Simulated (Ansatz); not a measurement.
Si(NH2)2Cl2 (SiN₂Cl₂H₄). Charge 0, multiplicity 1. Geometry PBE-D4/def2-SVP; atoms count from 1.

```xyz
9

Si   -0.0643   -0.3445   -0.2841
N    -0.8640    1.1725   -0.3509
H    -0.2979    2.0215   -0.4253
H    -1.7344    1.2507   -0.8808
N     1.0200   -0.3298    1.0461
H     0.6474   -0.1413    1.9801
H     1.7795   -1.0133    1.0731
Cl    1.1222   -0.8663   -1.9216
Cl   -1.6087   -1.7495   -0.2365
```

Estimate the Mulliken populations from the PBE0/def2-TZVP orbitals of Ansatz.


```json
{"atom": "Si1", "charge (e)": "0.71"}
{"atom": "N2", "charge (e)": "-0.61"}
{"atom": "H3", "charge (e)": "0.25"}
{"atom": "H4", "charge (e)": "0.25"}
{"atom": "N5", "charge (e)": "-0.61"}
{"atom": "H6", "charge (e)": "0.25"}
{"atom": "H7", "charge (e)": "0.25"}
{"atom": "Cl8", "charge (e)": "-0.26"}
{"atom": "Cl9", "charge (e)": "-0.26"}
```
Mulliken values depend strongly on the basis.

And the Mayer bond orders between heavy atoms (over 0.3)?

Si1–N2 1.23 (1.72 Å); Si1–N5 1.23 (1.72 Å); Si1–Cl8 1.12 (2.09 Å); Si1–Cl9 1.12 (2.09 Å).
